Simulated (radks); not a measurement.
Q: Radial electron density D(r) = 4 pi r^2 rho(r) of an atom or ion with 3 electrons. Calculated with a radial shooting solver on a logarithmic mesh with Libxc functionals: scalar-relativistic Kohn-Sham, PBEsol, spin-unpolarised, spherical densities, finite nucleus; Fermi nuclear charge, rms radius of each element as measured or else 0.836 A^(1/3) + 0.57 fm.

r (bohr)  D(r) (e/bohr)
0.013            0.3656
0.01587          0.5236
0.01923          0.7330
0.02349           1.030
0.02846           1.410
0.03477           1.925
0.04246           2.578
0.05145           3.338
0.06284           4.249
0.07676           5.226
0.093             6.128
0.1136            6.884
0.1387            7.275
0.1681            7.155
0.2053            6.443
0.2488            5.268
0.3039            3.782
0.3712            2.393
0.4497            1.455
0.5493            1.011
0.6709           0.9816
0.8129            1.073
0.9929            1.035
1.213            0.7841
1.469            0.4568
1.795            0.1877
2.175           0.05544
2.656          0.009825
3.244         0.0009894

What is the nuclear charge?

A: Z = 7. The innermost maximum, from 1s, lies near gamma/Z bohr with gamma = sqrt(1 - (Z/c)^2) = 0.999, here 0.143 bohr (found: 0.147), and its height grows with Z. The density is that of the nitrogen ion N4+ in [He] 2s1; the configuration itself is not fixed sharply by these data. D(r) has 2 maxima, at r = 0.147, 0.867 bohr, and minima at 0.614 bohr, inside which lie 2.09 electrons.
